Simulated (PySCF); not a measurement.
**Exercise with solution: oscillator strength and radiative lifetime**

C4H9NS, SMILES C(/C)(SC)=N/C.

The structure is a stationary point at B3LYP-D3(BJ)/def2-SVP. The structure was generated by enumeration; whether it is a known compound was not checked.

PySCF with TDA-M06-2X/def2-SVPD puts the first singlet state with f over 0.02 at 6.00 eV (vertical), with the transition dipole (-0.459, -1.178, 0.000) in atomic units.

Task: Find the oscillator strength, the wavelength and the radiative lifetime that this transition would have in vacuum if emission retraced absorption.

Result: 
|μ|² = 1.5984 au, so |μ| = 3.21 D. ΔE = 6.00/27.211 = 0.2205 hartree. f = (2/3) ΔE |μ|² = 0.235 (the program prints 0.235).
λ = 1239.84/6.00 = 207 nm; ν = 48393 cm⁻¹.
Einstein's coefficient A = 0.6670 ν² f s⁻¹ (ν in cm⁻¹) = 3.7e8 s⁻¹, so τ = 1/A = 2.7 ns. This state is S3; the lower singlets have f = 0.001, 0.000. The figure is the radiative limit of this one transition; relaxation, internal conversion, crossing to triplets and a medium change what is measured.
